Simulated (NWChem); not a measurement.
TeO, triplet; SMILES [Te]=O

```xyz
2

O      0.0000     0.0000    -1.5871
Te     0.0000     0.0000     0.2636
```
Atoms are numbered in this order, from 1.

Program: NWChem. Spin-unrestricted. All runs use the structure optimised with PBE0/def2-SVP, spin-unrestricted. No stability test was run on the SCF state. def2 effective core potentials on Te; no spin-orbit coupling. Vertical excitations in the gas phase; the lowest state need not have the same character in each row. Excited states of an open shell can be spin-contaminated.

For level B3LYP/def2-SVPD, TDA:

```
Quantity                                                     Value
-----------------------------------------------------------  -----
lowest excitation (eV)                                        2.80
lowest empty minus highest occupied level, either spin (eV)   2.91
```

How do the values read with level PBE/def2-SVPD, TDA instead?

The lowest excitation (eV) is 3.14 and the lowest empty minus highest occupied level, either spin (eV) comes out as 1.32.
